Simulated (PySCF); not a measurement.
## Diatomics of Sb with the alkali metals

CCSD(T) with double-zeta basis sets in PySCF, for the lowest determinant that a PBE0 search found; no spin–orbit coupling. De refers to high-spin ground-configuration atoms.

| M | basis | reference, frozen orbitals | state (unpaired electrons) | Re (Å) | ωe (cm⁻¹) | De (eV) |
| --- | --- | --- | --- | --- | --- | --- |
| Li | def2-SVP | UHF, 4 | triplet (π ↑↑) | 2.671 | 371 | 1.09 |
| Na | def2-SVP | ROHF, 5 | triplet (π ↑↑) | 3.000 | 189 | 0.83 |
| K | def2-SVP | UHF, 9 | triplet (π ↑↑) | 3.430 | 132 | 0.72 |
| Rb | def2-SVP | UHF, 4 | triplet (π ↑↑) | 3.538 | 104 | 0.63 |
| Cs | def2-SVP | UHF, 4 | triplet (π ↑↑) | 3.733 | 88.2 | 0.65 |

(1) By what factor does the harmonic wavenumber vary along the series?

Down a group the atoms grow and get heavier, so bonds lengthen and wavenumbers fall; this series shows no clear exception.

Correlated steps freeze the inner cores (4 to 9 orbitals); shallow outer-core shells are correlated. UHF and ROHF references stand side by side, which adds small steps between rows. Correlated levels converge slowly with the basis: in double zeta they bind strong bonds too weakly, by up to about 1 eV, and carry superposition errors of some tenths. Spin–orbit coupling is left out, which matters for elements this heavy, above all for dissociation energies. States were picked by a PBE0 search and need not be the measured ground states.

Results:

(1) At CCSD(T) it runs from 88.2 cm⁻¹ (CsSb) to 371 cm⁻¹ (LiSb), a factor of 4.21.
